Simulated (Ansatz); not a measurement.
Reaction (hydrogenolysis of the Si–Si bond): `B[SiH2][SiH2][SiH3]` + H₂ → `B[SiH2][SiH3]` + SiH₄

Program: Ansatz. Geometries: PBE0-D4/def2-TZVP. ΔE: electronic, gas phase. CCSD(T)/CBS adds triple-zeta CCSD(T) − MP2 to the extrapolated MP2 energy (def2 sets, frozen cores). This one scheme is used for every species. Functionals use def2-TZVPP. B3LYP here is the variant with VWN-RPA as its local correlation; programs differ in this. Each species was taken in one conformer, which may not be the lowest.

`B[SiH2][SiH2][SiH3]`:

```xyz
13

B     1.312   -0.772   -1.681
Si   -0.663   -0.655   -1.484
Si   -0.896    0.966    0.211
Si    0.249    0.283    2.131
H     1.954   -1.494   -0.977
H     1.902   -0.048   -2.427
H    -1.309   -1.898   -0.978
H    -1.395   -0.181   -2.692
H    -0.341    2.267   -0.258
H    -2.342    1.161    0.514
H     1.700    0.162    1.820
H    -0.250   -1.046    2.574
H     0.080    1.255    3.246
```

H₂:

Z-matrix (Å, degrees):
```
H
H 1 0.746
```

`B[SiH2][SiH3]`:

Z-matrix (Å, degrees):
```
Si
Si 1 2.356
B 1 1.988 2 102.8
H 1 1.490 2 107.3 3 -121.5
H 1 1.490 2 107.3 3 121.4
H 2 1.488 1 110.0 3 -178.7
H 2 1.487 1 110.4 3 61.4
H 2 1.487 1 110.5 3 -58.7
H 3 1.195 1 120.8 2 87.2
H 3 1.195 1 120.9 2 -87.0
```

SiH₄:

Cartesian coordinates in Å:
```
Si 0.000 0.000 0.000
H 0.464 -1.282 0.587
H 0.176 1.091 0.992
H -1.435 -0.112 -0.362
H 0.795 0.304 -1.216
```

CCSD(T)/CBS gives -11.1 kJ/mol.

**Question.** Another level gave +2.2 kJ/mol. Which?
A. CCSD/def2-TZVPP
B. PBE-D4/def2-TZVPP
C. B3LYP/def2-TZVPP
D. B97M-V/def2-TZVPP

**Answer.** B. PBE-D4 2.2, B3LYP -25.5, CCSD/def2-TZVPP -21.0, B97M-V -10.6 kJ/mol.

Largest T1 diagnostic among the species: 0.014.

From PBE to PBE0 (25 % exact exchange), in def2-TZVPP and without D4, ΔE moves by −4.9 kJ/mol. At CCSD(T), def2-SVP lies −13.6 kJ/mol from the extrapolated value and def2-TZVPP −4.0 kJ/mol.
